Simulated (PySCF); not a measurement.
Isomers of C6H12Ge, from PBE0-D3(BJ)/def2-SVP geometry optimisation, gas phase (PySCF 2.14.0). One conformer each, no zero-point energy, no frequencies.

Problem. Which isomer lies lowest at this level?
A. `[CH3:1][CH2:2][C:3]1=[CH:4][CH2:5][GeH2:6][CH2:7]1` with C1–C2–C3–C4 -116°: A = 3992, B = 985.1, C = 846.4 MHz, dipole 0.53 D
B. `[CH2:1]=[C:2]([CH3:3])[C@@H:4]1[CH2:5][C@H:6]1[GeH3:7]` with C1–C2–C4–C5 32°: A = 4017, B = 742.1, C = 697.1 MHz, dipole 0.51 D
C. `[CH3:1][CH:2]([CH3:3])[CH2:4][C:5]#[C:6][GeH3:7]` with C1–C2–C4–C5 63°: A = 4108, B = 545.4, C = 542.6 MHz, dipole 1.08 D
D. `[CH2:1]=[C:2]([CH3:3])[C@@H:4]1[CH2:5][C@@H:6]1[GeH3:7]` with C1–C2–C4–C5 -13°: A = 2551, B = 1163, C = 1008 MHz, dipole 0.99 D

Solution. A. That is `CCC1=C[CH2][GeH2][CH2]1`, 28.7 kcal/mol below the next.

| SMILES | mapped SMILES | E (Eh) | relative (kcal/mol) | relative (kJ/mol) | dipole (D) |
| --- | --- | --- | --- | --- | --- |
| CCC1=C[CH2][GeH2][CH2]1 | [CH3:1][CH2:2][C:3]1=[CH:4][CH2:5][GeH2:6][CH2:7]1 | -2311.88854 | 0.0 | 0.0 | 0.53 |
| C=C(C)[C@@H]1C[C@@H]1[GeH3] | [CH2:1]=[C:2]([CH3:3])[C@@H:4]1[CH2:5][C@@H:6]1[GeH3:7] | -2311.84284 | 28.7 | 120.0 | 0.99 |
| C=C(C)[C@@H]1C[C@H]1[GeH3] | [CH2:1]=[C:2]([CH3:3])[C@@H:4]1[CH2:5][C@H:6]1[GeH3:7] | -2311.84141 | 29.6 | 123.7 | 0.51 |
| CC(C)CC#[C][GeH3] | [CH3:1][CH:2]([CH3:3])[CH2:4][C:5]#[C:6][GeH3:7] | -2311.83396 | 34.2 | 143.3 | 1.08 |

As drawn, the lowest has a C=C bond outside aromatic rings, which the highest lacks; the highest has a C≡C bond, which the lowest lacks.
